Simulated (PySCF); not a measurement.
Method: PBE-D3(BJ)/def2-TZVP // B3LYP-D3(BJ)/def2-TZVP run with PySCF 2.14.0. Isolated molecules, 0 K electronic values unless said otherwise. One relaxed conformer stands for a flexible species; it need not be the lowest. 

Reference species (SMILES): `C=C[SiH]=C` (C–C–Si–C torsion 14°) (neutral, multiplicity 1).

| Item | Result |
|---|---|
| HOMO–LUMO gap | 2.81 eV |
| LUMO | -2.48 eV |

Changed species: `CC=C=[SiH2]`.

Question: Give the shifts of the HOMO–LUMO gap and LUMO.

Answer: the HOMO–LUMO gap rises by 0.63 eV, to 3.44 eV; the LUMO rises by 0.70 eV, to -1.78 eV.
